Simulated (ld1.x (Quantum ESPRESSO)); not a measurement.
La: one change to an RRKJ potential, before and after

ld1.x (Quantum ESPRESSO) 7.5 input, shortened:

```
&input
   title='La', zed=57., rel=1, dft='PBESOL', iswitch=3,
   config='[Xe] 4f0 5d1 6s0 6p0'
 /
 &inputp
   pseudotype=2, tm=.false., lloc=0,
   nlcc=.true., rcore=1.50
 /
4
5P  2  1   6.00   0.00  3.00  3.00  0.0
5D  3  2   1.00   0.00  3.30  3.30  0.0
4F  4  3   0.00   0.00  1.85  1.85  0.0
5S  1  0   2.00   0.00  1.45  1.45  0.0
 &test
   configts(1)='4f0 5s2 5p6 5d1 6s0 6p0'
 /
```

Change: non-relativistic.

Cutoffs: the cutoffs (Ry, on a coarse ladder) from which the occupation-weighted sum of valence levels, in a spherical-Bessel basis at the reference potential, stays within 10 and 1 mRy of its value at 400 Ry; they do not see the model core or the augmentation charge, which bear on the density cutoff. Errors are all-electron minus pseudo energies relative to the spin-unpolarised reference configuration.

How do hardness, ghosts and transferability respond?

The potential gets softer (45 Ry and 90 Ry → 40 Ry and 80 Ry); a bound ghost appears in p, which as a rule spoils a file; of the 7 tests that both files solve, the error grows in 1 and shrinks in 1 by more than 15 % and 0.3 meV (median size 92.5 → 96.2 meV).

| quantity | base | changed |
| --- | --- | --- |
| cutoff, loose | 45 Ry | 40 Ry |
| cutoff, tight | 90 Ry | 80 Ry |
| loose cutoff by channel (10 mRy a level) | p 10 Ry, d 10 Ry, s 40 Ry | p 8 Ry, d 10 Ry, s 40 Ry |
| bound ghosts | none | p |
| error for 4f0 5s2 5p6 5d1 6s2 6p0, meV [ΔE -16.85 → -16.06 eV] | +93 | +96 |
| error for 4f0 5s2 5p6 5d1 6s1 6p0, meV [ΔE -10.85 → -10.36 eV] | +64 | +68 |
| error for 4f0 5s2 5p6 5d0 6s0 6p0, meV [ΔE 18.91 → 19.49 eV] | +16 | +18 |
| error for 4f0 5s2 5p5 5d1 6s2 6p0, meV [ΔE 10.14 → 10.88 eV] | +135 | +161 |
| error for 4f0 5s1 5p6 5d1 6s2 6p0, meV [ΔE 27.21 → 24.88 eV] | +207 | +222 |
| error for 4f0 5s2 5p6 5d0 6s2 6p0, meV [ΔE -10.44 → -8.92 eV] | +151 | +168 |
| error for 4f0 5s2 5p6 5d1 6s0 6p1, meV [ΔE -7.86 → -7.78 eV] | +58 | +32 |
| s: phases at 3.58 bohr within 0.05 rad from the reference energy up to (Ry; the scan ends near 5) | -1.1 | -1.1 |
| p: phases at 3.58 bohr within 0.05 rad from the reference energy up to (Ry; the scan ends near 5) | -0.7 | -0.6 |
| d: phases at 3.58 bohr within 0.05 rad from the reference energy up to (Ry; the scan ends near 5) | to the end of the scan | 0.7 |
| f: phases at 3.58 bohr within 0.05 rad from the reference energy up to (Ry; the scan ends near 5) | -0.1 | -0.2 |

Changed file: The cutoffs count occupied waves only; the empty 4f level needs 60 Ry at the loose tolerance. A true bound ghost makes a file unfit for plane-wave use even where its test errors are small: the radial tests pick states by their node count and pass the ghost by.
